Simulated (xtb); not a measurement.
xtb input for Mg(NH2)(SiH3) (H5MgNSi), SMILES [Mg]([NH2])[SiH3], GFN2-xTB. 

```
$ xtb mol.xyz --gfn 2 --sp --chrg 0 --uhf 0 --json
$ cat mol.xyz
8

Mg     0.41510006     0.71916829    -0.25729224
N     -0.60771204     1.81223904    -1.39727634
H     -1.02879717     2.71205453    -1.18443516
H     -0.61880171     1.76147438    -2.41255217
Si     0.07452075    -1.42358743     0.92043978
H      0.02512368    -2.57872347    -0.00612729
H     -1.21607300    -1.45053009     1.64568566
H      1.06804144    -1.82974391     1.93971337
```

Output:

```
[banner left out]
          |                Calculation Setup                |
           -------------------------------------------------



           -------------------------------------------------
          |                 G F N 2 - x T B                 |
           -------------------------------------------------

        Reference                      10.1021/acs.jctc.8b01176
      * Hamiltonian:
        H0-scaling (s, p, d)           1.850000    2.230000    2.230000
        zeta-weighting                 0.500000
      * Dispersion:
        s8                             2.700000
        a1                             0.520000
        a2                             5.000000
        s9                             5.000000
      * Repulsion:
        kExp                           1.500000    1.000000
        rExp                           1.000000
      * Coulomb:
        alpha                          2.000000
        third order                    shell-resolved
        anisotropic                    true
        a3                             3.000000
        a5                             4.000000
        cn-shift                       1.200000
        cn-exp                         4.000000
        max-rad                        5.000000


          ...................................................
          :                      SETUP                      :
          :.................................................:
          :  # basis functions                  29          :
          :  # atomic orbitals                  27          :
          :  # shells                           13          :
          :  # electrons                        16          :
          :  max. iterations                   250          :
          :  Hamiltonian                  GFN2-xTB          :
          :  restarted?                      false          :
          :  GBSA solvation                  false          :
          :  PC potential                    false          :
          :  electronic temp.          300.0000000     K    :
          :  accuracy                    1.0000000          :
          :  -> integral cutoff          0.2500000E+02      :
          :  -> integral neglect         0.1000000E-07      :
          :  -> SCF convergence          0.1000000E-05 Eh   :
          :  -> wf. convergence          0.1000000E-03 e    :
          :  Broyden damping             0.4000000          :
          :  net charge                          0          :
          :  unpaired electrons                  0          :
          ...................................................

 iter      E             dE          RMSdq      gap      omega  full diag
   1     -6.0069687 -0.600697E+01  0.223E+01    1.17       0.0  T
   2     -6.7963535 -0.789385E+00  0.167E+01    2.77       1.0  T
   3     -7.6715346 -0.875181E+00  0.678E+00    3.56       1.0  T
   4     -7.7569651 -0.854305E-01  0.540E+00    3.01       1.0  T
   5     -7.7043254  0.526397E-01  0.521E+00    2.86       1.0  T
   6     -7.7231381 -0.188127E-01  0.466E+00    2.75       1.0  T
   7     -7.7600235 -0.368853E-01  0.184E+00    2.37       1.0  T
   8     -7.7713213 -0.112978E-01  0.775E-02    2.23       1.0  T
   9     -7.7713141  0.719177E-05  0.840E-02    2.22       1.0  T
  10     -7.7713211 -0.707549E-05  0.527E-02    2.23       1.0  T
  11     -7.7713287 -0.750957E-05  0.238E-02    2.23       1.5  T
  12     -7.7713274  0.126854E-05  0.271E-02    2.23       1.3  T
  13     -7.7713301 -0.276231E-05  0.298E-03    2.23      11.9  T
  14     -7.7713301  0.474158E-07  0.445E-03    2.23       7.9  T
  15     -7.7713301 -0.489022E-07  0.580E-04    2.23      60.9  T
  16     -7.7713301 -0.553943E-09  0.265E-04    2.23     133.4  T

   *** convergence criteria satisfied after 16 iterations ***

         #    Occupation            Energy/Eh            Energy/eV
      -------------------------------------------------------------
         1        2.0000           -0.6929777             -18.8569
         2        2.0000           -0.5294483             -14.4070
         3        2.0000           -0.4437850             -12.0760
         4        2.0000           -0.4169198             -11.3450
         5        2.0000           -0.4165917             -11.3360
         6        2.0000           -0.4058433             -11.0436
         7        2.0000           -0.3335064              -9.0752
         8        2.0000           -0.3074079              -8.3650 (HOMO)
         9                         -0.2253799              -6.1329 (LUMO)
        10                         -0.1780721              -4.8456
        11                         -0.1752184              -4.7679
        12                         -0.0999611              -2.7201
        13                         -0.0893840              -2.4323
       ...                                ...                  ...
        27                          1.2046573              32.7804
      -------------------------------------------------------------
                  HL-Gap            0.0820280 Eh            2.2321 eV
             Fermi-level           -0.2663939 Eh           -7.2489 eV

 SCC (total)                   0 d,  0 h,  0 min,  0.004 sec
 SCC setup                      ...        0 min,  0.000 sec (  1.571%)
 Dispersion                     ...        0 min,  0.000 sec (  0.695%)
 classical contributions        ...        0 min,  0.000 sec (  0.322%)
 integral evaluation            ...        0 min,  0.001 sec ( 14.275%)
 iterations                     ...        0 min,  0.003 sec ( 58.969%)
 molecular gradient             ...        0 min,  0.001 sec ( 22.775%)
 printout                       ...        0 min,  0.000 sec (  1.250%)

         :::::::::::::::::::::::::::::::::::::::::::::::::::::
         ::                     SUMMARY                     ::
         :::::::::::::::::::::::::::::::::::::::::::::::::::::
         :: total energy              -7.700761053785 Eh    ::
         :: gradient norm              0.000206944034 Eh/a0 ::
         :: HOMO-LUMO gap              2.232096176241 eV    ::
         ::.................................................::
         :: SCC energy                -7.771328951368 Eh    ::
         :: -> isotropic ES            0.067945980066 Eh    ::
         :: -> anisotropic ES          0.004550518104 Eh    ::
         :: -> anisotropic XC          0.004367393133 Eh    ::
         :: -> dispersion             -0.003401699746 Eh    ::
         :: repulsion energy           0.070567897584 Eh    ::
         :: add. restraining           0.000000000000 Eh    ::
         :: total charge              -0.000000000000 e     ::
         :::::::::::::::::::::::::::::::::::::::::::::::::::::

           -------------------------------------------------
          |                Property Printout                |
           -------------------------------------------------

    * Orbital Energies and Occupations

         #    Occupation            Energy/Eh            Energy/eV
      -------------------------------------------------------------
         1        2.0000           -0.6929777             -18.8569
         2        2.0000           -0.5294483             -14.4070
         3        2.0000           -0.4437850             -12.0760
         4        2.0000           -0.4169198             -11.3450
         5        2.0000           -0.4165917             -11.3360
         6        2.0000           -0.4058433             -11.0436
         7        2.0000           -0.3335064              -9.0752
         8        2.0000           -0.3074079              -8.3650 (HOMO)
         9                         -0.2253799              -6.1329 (LUMO)
Note: The following floating-point exceptions are signalling: IEEE_UNDERFLOW_FLAG IEEE_DENORMAL
normal termination of xtb
        10                         -0.1780721              -4.8456
        11                         -0.1752184              -4.7679
        12                         -0.0999611              -2.7201
        13                         -0.0893840              -2.4323
        14                         -0.0885145              -2.4086
        15                         -0.0191889              -0.5222
        16                         -0.0096516              -0.2626
        17                          0.0349400               0.9508
        18                          0.0460908               1.2542
        19                          0.0707902               1.9263
       ...                                ...                  ...
        27                          1.2046573              32.7804
      -------------------------------------------------------------
                  HL-Gap            0.0820280 Eh            2.2321 eV
             Fermi-level           -0.2663939 Eh           -7.2489 eV

     #   Z          covCN         q      C6AA      α(0)
     1  12 Mg       1.631     0.334   111.662    24.925
     2   7 N        2.466    -0.549    34.966     8.781
     3   1 H        0.863     0.114     1.672     2.025
     4   1 H        0.864     0.113     1.682     2.031
     5  14 Si       3.617     0.349   101.682    19.354
     6   1 H        0.913    -0.120     6.332     3.936
     7   1 H        0.913    -0.117     6.201     3.895
     8   1 H        0.913    -0.124     6.472     3.979

 Mol. C6AA /au·bohr⁶  :       1295.122003
 Mol. C8AA /au·bohr⁸  :      59467.158631
 Mol. α(0) /au        :         68.926647


Wiberg/Mayer (AO) data.
largest (>0.10) Wiberg bond orders for each atom

 ---------------------------------------------------------------------------
     #   Z sym  total        # sym  WBO       # sym  WBO       # sym  WBO
 ---------------------------------------------------------------------------
     1  12 Mg   2.008 --     2 N    0.901     5 Si   0.845
     2   7 N    2.966 --     3 H    0.948     4 H    0.945     1 Mg   0.901
                             5 Si   0.157
     3   1 H    0.987 --     2 N    0.948
     4   1 H    0.987 --     2 N    0.945
     5  14 Si   3.566 --     8 H    0.860     6 H    0.848     7 H    0.846
                             1 Mg   0.845     2 N    0.157
     6   1 H    0.986 --     5 Si   0.848
     7   1 H    0.986 --     5 Si   0.846
     8   1 H    0.985 --     5 Si   0.860
 ---------------------------------------------------------------------------

Topologies differ in total number of bonds
Writing topology from bond orders to xtbtopo.mol

molecular dipole:
                 x           y           z       tot (Debye)
 q only:        0.601      -0.072       0.309
   full:        0.836       0.075       0.303       2.268
molecular quadrupole (traceless):
                xx          xy          yy          xz          yz          zz
 q only:        2.364       1.439      -2.451      -1.029       3.967       0.087
  q+dip:        1.849       1.644      -1.701      -0.727       2.786      -0.148
   full:        2.493       1.534      -3.058      -1.278       5.279       0.564


           -------------------------------------------------
          | TOTAL ENERGY               -7.700761053785 Eh   |
          | GRADIENT NORM               0.000206944034 Eh/α |
          | HOMO-LUMO GAP               2.232096176241 eV   |
           -------------------------------------------------

------------------------------------------------------------------------
------------------------------------------------------------------------
 total:
 SCF:
```

The calculation finished and met its thresholds.

Cost: about 0.03 core-seconds (a rough figure).
